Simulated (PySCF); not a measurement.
Cl4Si, charge -1, doublet, at a GFN2-xTB geometry (a state made from the parent by changing its charge; the spin is typed, not shown lowest); HF/def2-SV(P) run with PySCF.

PySCF was given this input:
```python
from pyscf import gto, scf

mol = gto.Mole()
mol.atom = '''
    Cl   -1.29762679   -1.06083468   -0.81742222
    Si   -0.10681316    0.18839100    0.32264875
    Cl   -0.84733097    2.10540791   -0.69529212
    Cl    0.47552690   -1.44964096    1.81839451
    Cl    1.75739464    0.24992220   -0.57139091
'''
mol.basis = 'def2-sv(p)'
mol.charge = -1
mol.spin = 1
mol.verbose = 4
mol.symmetry = True
mol.build()

mf = scf.UHF(mol)
mf.kernel()
mf.analyze()
```

It wrote (shortened):

```
PySCF version 2.14.0

[INPUT] verbose = 4
[INPUT] num. atoms = 5
[INPUT] num. electrons = 83
[INPUT] charge = -1
[INPUT] spin (= nelec alpha-beta = 2S) = 1
[INPUT] symmetry True subgroup None
[INPUT] Mole.unit = angstrom
[INPUT] Symbol           X                Y                Z      unit          X                Y                Z       unit  Magmom
[...]
nuclear repulsion = 502.237168097862
point group symmetry = C2v
symmetry origin: [ 4.60908953e-10 -2.30454376e-10 -1.84363518e-09]
symmetry axis x: [0.91647922 0.39321539 0.0738072 ]
symmetry axis y: [ 0.29070678 -0.78124554  0.55239929]
symmetry axis z: [-0.27487345  0.48480621  0.83030568]
num. orbitals of irrep A1 = 35
num. orbitals of irrep A2 = 11
num. orbitals of irrep B1 = 22
num. orbitals of irrep B2 = 22
number of shells = 40
number of NR pGTOs = 180
number of NR cGTOs = 90
basis = def2-sv(p)
ecp = {}

******** <class 'pyscf.scf.uhf_symm.SymAdaptedUHF'> ********
method = SymAdaptedUHF
initial guess = minao
damping factor = 0
level_shift factor = 0
DIIS = <class 'pyscf.scf.diis.CDIIS'>
diis_start_cycle = 1
diis_space = 8
diis_damp = 0
SCF conv_tol = 1e-09
SCF conv_tol_grad = None
SCF max_cycles = 50
direct_scf = True
direct_scf_tol = 1e-13
number electrons alpha = 42  beta = 41
Freeze 0 electrons in irreps []
    83 free electrons in irreps A1 A2 B1 B2
Set gradient conv threshold to 3.16228e-05
init E= -2126.52397743183

cycle= 1 E= -2126.37476138538  delta_E= 0.149  |g|= 0.343  |ddm|= 1.78
cycle= 2 E= -2126.43866449343  delta_E= -0.0639  |g|= 0.173  |ddm|= 0.696
cycle= 3 E= -2126.45731980688  delta_E= -0.0187  |g|= 0.0345  |ddm|= 0.249
cycle= 4 E= -2126.45937937685  delta_E= -0.00206  |g|= 0.0122  |ddm|= 0.122
cycle= 5 E= -2126.45970881237  delta_E= -0.000329  |g|= 0.00409  |ddm|= 0.0591
cycle= 6 E= -2126.45975496584  delta_E= -4.62e-05  |g|= 0.00154  |ddm|= 0.0248
cycle= 7 E= -2126.45976164535  delta_E= -6.68e-06  |g|= 0.000539  |ddm|= 0.0102
cycle= 8 E= -2126.45976229299  delta_E= -6.48e-07  |g|= 0.000202  |ddm|= 0.00249
cycle= 9 E= -2126.45976238056  delta_E= -8.76e-08  |g|= 5.6e-05  |ddm|= 0.000767
cycle= 10 E= -2126.45976238787  delta_E= -7.31e-09  |g|= 1.41e-05  |ddm|= 0.000353
cycle= 11 E= -2126.45976238829  delta_E= -4.22e-10  |g|= 4.95e-06  |ddm|= 9.64e-05
Extra cycle  E= -2126.45976238833  delta_E= -3.73e-11  |g|= 2.8e-06  |ddm|= 1.57e-05
converged SCF energy = -2126.45976238833  <S^2> = 0.75885817  2S+1 = 2.0088386
**** SCF Summaries ****
Total Energy =                       -2126.459762388330091
Nuclear Repulsion Energy =             502.237168097862423
One-electron Energy =                -3960.154472409676600
Two-electron Energy =                 1331.457541923484314
Two-electron Coulomb Energy =         1462.498086699953319
DFT Exchange-Correlation Energy =     -131.040544776469005
Wave-function symmetry = A1
alpha occupancy for each irrep:     A1   A2   B1   B2
                                    18    4   10   10
beta  occupancy for each irrep:     A1   A2   B1   B2
                                    17    4   10   10
**** MO energy ****
alpha MO #1 (A1 #1), energy= -104.620485147823 occ= 1
alpha MO #2 (B1 #1), energy= -104.620383587481 occ= 1
alpha MO #3 (B2 #1), energy= -104.575947942656 occ= 1
alpha MO #4 (A1 #2), energy= -104.575897561038 occ= 1
alpha MO #5 (A1 #3), energy= -68.703207979859 occ= 1
alpha MO #6 (A1 #4), energy= -10.3856460650614 occ= 1
alpha MO #7 (B1 #2), energy= -10.3856406400975 occ= 1
alpha MO #8 (B2 #2), energy= -10.3385539285436 occ= 1
alpha MO #9 (A1 #5), energy= -10.3385498584045 occ= 1
alpha MO #10 (A1 #6), energy= -7.86065569532131 occ= 1
alpha MO #11 (B1 #3), energy= -7.86065308546872 occ= 1
alpha MO #12 (B1 #4), energy= -7.85789405457665 occ= 1
alpha MO #13 (A1 #7), energy= -7.8578884141816 occ= 1
alpha MO #14 (B2 #3), energy= -7.85747652709714 occ= 1
alpha MO #15 (A2 #1), energy= -7.85747102291395 occ= 1
alpha MO #16 (B2 #4), energy= -7.815917159755 occ= 1
alpha MO #17 (A1 #8), energy= -7.81590737831058 occ= 1
[...]
beta  MO #31 (B1 #8), energy= -0.384704191315807 occ= 1
beta  MO #32 (B2 #8), energy= -0.370176107040478 occ= 1
beta  MO #33 (A1 #15), energy= -0.344536985345864 occ= 1
beta  MO #34 (A2 #3), energy= -0.325392743192921 occ= 1
beta  MO #35 (B1 #9), energy= -0.29306716403782 occ= 1
beta  MO #36 (A1 #16), energy= -0.278294849856513 occ= 1
beta  MO #37 (B2 #9), energy= -0.271884486524734 occ= 1
beta  MO #38 (A1 #17), energy= -0.261139664045358 occ= 1
beta  MO #39 (B1 #10), energy= -0.25520017991446 occ= 1
beta  MO #40 (B2 #10), energy= -0.246395712450807 occ= 1
beta  MO #41 (A2 #4), energy= -0.244350441378803 occ= 1
beta  MO #42 (A1 #18), energy= 0.224476865734941 occ= 0
beta  MO #43 (B1 #11), energy= 0.360302472443776 occ= 0
beta  MO #44 (A1 #19), energy= 0.367493193331373 occ= 0
beta  MO #45 (B2 #11), energy= 0.432723824459807 occ= 0
beta  MO #46 (A1 #20), energy= 0.482567147616451 occ= 0
beta  MO #47 (B1 #12), energy= 0.672584429147559 occ= 0
beta  MO #48 (A1 #21), energy= 0.707356820183165 occ= 0
beta  MO #49 (A2 #5), energy= 0.720416371010002 occ= 0
beta  MO #50 (B2 #12), energy= 0.745972650306381 occ= 0
beta  MO #51 (B2 #13), energy= 0.762238685249794 occ= 0
beta  MO #52 (A1 #22), energy= 0.777199529824729 occ= 0
beta  MO #53 (A1 #23), energy= 0.874915317297907 occ= 0
beta  MO #54 (B1 #13), energy= 0.889229521407947 occ= 0
beta  MO #55 (A1 #24), energy= 0.951448400158693 occ= 0
beta  MO #56 (B1 #14), energy= 0.976755544661878 occ= 0
beta  MO #57 (B2 #14), energy= 1.03638096030123 occ= 0
beta  MO #58 (A1 #25), energy= 1.06865667685073 occ= 0
beta  MO #59 (B1 #15), energy= 1.18367181112231 occ= 0
beta  MO #60 (A2 #6), energy= 1.18578458531324 occ= 0
beta  MO #61 (B1 #16), energy= 1.18996753836601 occ= 0
beta  MO #62 (A1 #26), energy= 1.19096895549045 occ= 0
beta  MO #63 (B2 #15), energy= 1.19778365492069 occ= 0
beta  MO #64 (A2 #7), energy= 1.19980343632622 occ= 0
beta  MO #65 (B2 #16), energy= 1.21021032033168 occ= 0
beta  MO #66 (A1 #27), energy= 1.23189453887031 occ= 0
beta  MO #67 (A2 #8), energy= 1.23206981136703 occ= 0
beta  MO #68 (B1 #17), energy= 1.23772811737411 occ= 0
beta  MO #69 (B2 #17), energy= 1.24419575816065 occ= 0
beta  MO #70 (A1 #28), energy= 1.24754164161813 occ= 0
beta  MO #71 (B1 #18), energy= 1.26106621426913 occ= 0
beta  MO #72 (A1 #29), energy= 1.27170091129259 occ= 0
beta  MO #73 (A2 #9), energy= 1.27273655922761 occ= 0
beta  MO #74 (B2 #18), energy= 1.27706453563193 occ= 0
beta  MO #75 (A1 #30), energy= 1.28964268270257 occ= 0
beta  MO #76 (B2 #19), energy= 1.29902739491527 occ= 0
beta  MO #77 (B1 #19), energy= 1.37197283369953 occ= 0
beta  MO #78 (A1 #31), energy= 1.39538634868121 occ= 0
beta  MO #79 (B1 #20), energy= 1.4046438880059 occ= 0
beta  MO #80 (A2 #10), energy= 1.41714963478296 occ= 0
beta  MO #81 (B2 #20), energy= 1.43316791867365 occ= 0
beta  MO #82 (A1 #32), energy= 1.45137822792883 occ= 0
beta  MO #83 (A2 #11), energy= 1.46628480180906 occ= 0
beta  MO #84 (B1 #21), energy= 1.49221019345253 occ= 0
beta  MO #85 (A1 #33), energy= 1.53133945421288 occ= 0
beta  MO #86 (B2 #21), energy= 1.54281845436396 occ= 0
beta  MO #87 (A1 #34), energy= 1.77520524151249 occ= 0
beta  MO #88 (B1 #22), energy= 1.79758629962068 occ= 0
beta  MO #89 (B2 #22), energy= 1.82426933471016 occ= 0
beta  MO #90 (A1 #35), energy= 1.89283513114616 occ= 0
 ** Mulliken pop alpha/beta on meta-lowdin orthogonal AOs **
 ** Mulliken pop       alpha | beta **
In total            42.00000 | 41.00000
 ** Mulliken atomic charges   ( Nelec_alpha | Nelec_beta ) **
charge of  0Cl =     -0.36493  (     8.69287      8.67206 )
charge of  1Si =      0.75487  (     6.95592      6.28921 )
charge of  2Cl =     -0.51251  (     8.82917      8.68334 )
charge of  3Cl =     -0.51251  (     8.82917      8.68334 )
charge of  4Cl =     -0.36493  (     8.69287      8.67206 )

WARN: System has nonzero charge -1; the dipole moment is origin-dependent.
Location of origin: [0. 0. 0.]

Dipole moment(X, Y, Z, Debye):  0.16150, -0.28484, -0.48783
```
